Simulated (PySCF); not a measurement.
Nitrogen: a sound run and one with changed settings

Sound run: N⁺ [He] 2s2 2p2, N²⁺ [He] 2s2 2p1. Computed with PySCF 2.14 in x2c-SVPall (3s2p1d, 14 functions), with the spin-free X2C one-electron Hamiltonian (Gaussian nucleus). In the sound run the correlated levels freeze 1s2. The sound run starts from symmetry-adapted Hartree-Fock orbitals and uses a fine grid where one is needed.

Changed run: basis STO-3G, all-electron and non-relativistic. This setting is unsound on purpose.

| species | method | sound run (hartree) | changed run (hartree) | converged |
| --- | --- | --- | --- | --- |
| N⁺ | UHF | -53.84987 | -53.24264 | yes |
| N⁺ | PBE0 | -53.96687 | -53.34076 | yes |
| N⁺ | TPSS | -54.03863 | -53.41212 | yes |
| N⁺ | MP2 | -53.90413 | -53.25331 | yes |
| N⁺ | CCSD(T) | -53.92629 | -53.26332 | yes |
| N²⁺ | UHF | -52.77125 | -52.12682 | yes |
| N²⁺ | PBE0 | -52.86203 | -52.19984 | yes |
| N²⁺ | TPSS | -52.93662 | -52.27618 | yes |
| N²⁺ | MP2 | -52.81797 | -52.14900 | yes |
| N²⁺ | CCSD(T) | -52.84755 | -52.16878 | yes |

Ionisation energy of N⁺:

| method | sound run (eV) | changed run (eV) |
| --- | --- | --- |
| UHF | 29.351 | 30.363 |
| PBE0 | 30.064 | 31.046 |
| TPSS | 29.987 | 30.910 |
| MP2 | 29.556 | 30.050 |
| SCS-MP2 | 29.446 | 29.987 |
| CCSD | 29.349 | 29.784 |
| CCSD(T) | 29.354 | 29.784 |

A minimal basis cannot let orbitals breathe on ionisation and holds almost no correlation. The Hamiltonian changed with the basis, so the totals do not compare.

For comparison, NIST gives 29.601 eV between the lowest levels.
